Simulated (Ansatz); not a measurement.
## Multireference treatment of ScH₂, doublet

Computed with Ansatz's Gaussian-basis code (development build). Basis def2-SVP, nonrelativistic, 5 orbitals frozen in the corrections. State-specific CASSCF; RHF is the lowest restricted (open-shell) Hartree–Fock solution met. Small basis; these aren't basis-limit values. No symmetry is imposed, so a solution can break that of the shape. No proof that the lowest CASSCF solution was found.

Geometry:

```xyz
3

H     0.0000    0.8261    1.7716
Sc    0.0000    0.0000    0.0000
H     0.0000    0.8261   -1.7716
```

Problem. What do CASSCF and its corrections give against RHF in CAS(5,8), and what are the occupations?

Solution. CASSCF -1.180 eV, SC-NEVPT2 -5.164 eV; occupations 1.97, 1.96, 1.00, 0.03, 0.02, 0.01, 0.01, 0.00.
